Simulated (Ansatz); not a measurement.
isotetrasilane (H$_{10}$Si$_{4}$), singlet, geometry from GFN2-xTB; R2SCAN/STO-3G run with Ansatz (a quantum-chemistry and plane-wave program).

Input for Ansatz:
Ansatz 0.2 input:
```yaml
crystal:
  periodic: [false, false, false]
  atoms:
    - {symbol: Si, position_ang: [-0.01394313, 2.09614472, -0.79913652]}
    - {symbol: Si, position_ang: [0.04558500, 0.14517732, 0.46898895]}
    - {symbol: Si, position_ang: [1.91744944, -1.16426879, 0.02240857]}
    - {symbol: Si, position_ang: [-1.94350764, -1.05927062, 0.36518505]}
    - {symbol: H, position_ang: [1.20137455, 2.90488590, -0.67825699]}
    - {symbol: H, position_ang: [-0.16176468, 1.78520261, -2.22362805]}
    - {symbol: H, position_ang: [-1.12917524, 2.98053605, -0.45309522]}
    - {symbol: H, position_ang: [0.18280575, 0.58219256, 1.88074744]}
    - {symbol: H, position_ang: [3.18280585, -0.44523778, 0.18824825]}
    - {symbol: H, position_ang: [1.89596136, -1.64599453, -1.36149566]}
    - {symbol: H, position_ang: [2.00972012, -2.35449961, 0.87123596]}
    - {symbol: H, position_ang: [-1.95871071, -2.23300110, 1.24140469]}
    - {symbol: H, position_ang: [-3.12199303, -0.26661890, 0.72371910]}
    - {symbol: H, position_ang: [-2.17919530, -1.55642221, -0.99312418]}
basis:
  gaussian:
    orbitals: STO-3G
hamiltonian:
  xc: r2scan
```

Problem. What does Ansatz print? Leave out banner, timings and long lists.

Solution. 
```
Functional definition: r2SCAN
522 factors; integrals over basis functions are off by at most 3.7e-5 eV
mean field evaluation 1: about -31304.4474 eV, gradient 2.4e1 eV
mean field evaluation 2: about -31304.9411 eV, gradient 2.0e1 eV
mean field evaluation 4: about -31306.5064 eV, gradient 5.9e-1 eV
mean field evaluation 8: about -31306.4503 eV, gradient 1.2e-3 eV
mean field -31306.45034935 eV, -1150.4908300645 hartree, gradient 2.8e-6 eV, S^2 0.000000; 0 other end points of the search recorded, 0 dependent functions left out
reference -31306.45035840 eV, -1150.4908303970 hartree; 33, 33 occupied and 13, 13 virtual orbitals, 522 factors
Total energy: -31306.45035840 eV, -1150.4908303970 hartree
```
